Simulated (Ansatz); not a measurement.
cyclopropane (C₃H₆), singlet, at a GFN2-xTB geometry; PBE/aug-cc-pVDZ (Ansatz, a program for electronic structure).

Here is a job for Ansatz.
Ansatz 0.2 input:
```yaml
crystal:
  periodic: [false, false, false]
  atoms:
    - {symbol: C, position_ang: [-0.00164658, 0.86387943, 0.01427651]}
    - {symbol: C, position_ang: [0.74902842, -0.43063952, 0.00048003]}
    - {symbol: C, position_ang: [-0.74738184, -0.43323991, -0.01475654]}
    - {symbol: H, position_ang: [-0.01194048, 1.44007117, 0.92692109]}
    - {symbol: H, position_ang: [0.00639391, 1.46994805, -0.87882997]}
    - {symbol: H, position_ang: [1.27073624, -0.71037648, -0.90206703]}
    - {symbol: H, position_ang: [1.25240186, -0.74025335, 0.90368403]}
    - {symbol: H, position_ang: [-1.26796296, -0.74463313, 0.87802147]}
    - {symbol: H, position_ang: [-1.24962857, -0.71475626, -0.92772959]}
basis:
  gaussian:
    orbitals: aug-cc-pVDZ
hamiltonian:
  xc: pbe
```

What the program printed (banner, timings and long lists left out):

```
Functional definition: PBE
1086 factors; their error is unknown
mean field evaluation 1: about -3189.9868 eV, gradient 7.3e1 eV
mean field evaluation 2: about -3151.8352 eV, gradient 1.4e2 eV
mean field evaluation 4: about -3203.7609 eV, gradient 1.7e0 eV
mean field evaluation 8: about -3203.7704 eV, gradient 1.0e-2 eV
mean field evaluation 16: about -3203.7305 eV, gradient 6.6e-5 eV
mean field -3203.73046926 eV, -117.7349231788 hartree, gradient 6.6e-5 eV, S^2 0.000000; 0 other end points of the search recorded, 0 dependent functions left out
reference -3203.73056188 eV, -117.7349265825 hartree; 12, 12 occupied and 111, 111 virtual orbitals, 1086 factors
Total energy: -3203.73056188 eV, -117.7349265825 hartree
```
